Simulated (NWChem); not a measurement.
Molecule: C$_{3}$H$_{6}$OSi; SMILES C1=C[SiH2]OC1

```xyz
11

C      0.6325     1.3336     0.0000
C      1.3462     0.1966     0.0000
Si     0.1044    -1.1913     0.0000
O     -1.2240    -0.1562     0.0000
C     -0.8646     1.2010     0.0000
H      1.0743     2.3379     0.0000
H      2.4385     0.1952     0.0000
H      0.1167    -2.0734     1.2063
H      0.1167    -2.0734    -1.2063
H     -1.2943     1.7091    -0.8858
H     -1.2943     1.7091     0.8858
```
Atoms are numbered in this order, from 1.

Computed with NWChem. All runs use the structure optimised with PBE0/def2-SVP. Level: PBE0/def2-SVP with SMD (1 M gas to 1 M solution), gas-phase geometry. Reactions with the solvent are ignored.

For solvent toluene:

```yaml
solvation free energy (kcal/mol): -3.0
cavity-dispersion-structure term (kcal/mol): -1.4
dipole in solution (D): 2.05
```

**Question.** How do the values read with solvent water instead?

**Answer.** 
- solvation free energy (kcal/mol) = -1.1
- cavity-dispersion-structure term (kcal/mol) = 3.2
- dipole in solution (D) = 2.45
